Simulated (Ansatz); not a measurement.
InCl2(OH) (InCl2OH). Charge 0, multiplicity 1. Geometry PBE0-D4/def2-SVP; atoms count from 1.

```xyz
5

In    0.011   -0.305   -0.304
Cl   -0.292   -0.720   -2.565
Cl    0.613   -2.060    1.110
O    -0.244    1.525    0.403
H    -0.087    1.560    1.356
```

In the def2 sets In takes a core potential; there is no spin–orbit coupling.

Estimate the Mulliken populations from the PBE0/def2-TZVP orbitals of Ansatz.


| atom | charge (e) |
| --- | --- |
| In1 | 0.99 |
| Cl2 | -0.34 |
| Cl3 | -0.35 |
| O4 | -0.62 |
| H5 | 0.32 |
Mulliken values depend strongly on the basis.

And the Mayer bond orders between heavy atoms (over 0.3)?

In1–Cl2 1.01 (2.32 Å); In1–Cl3 0.99 (2.33 Å); In1–O4 1.02 (1.98 Å).
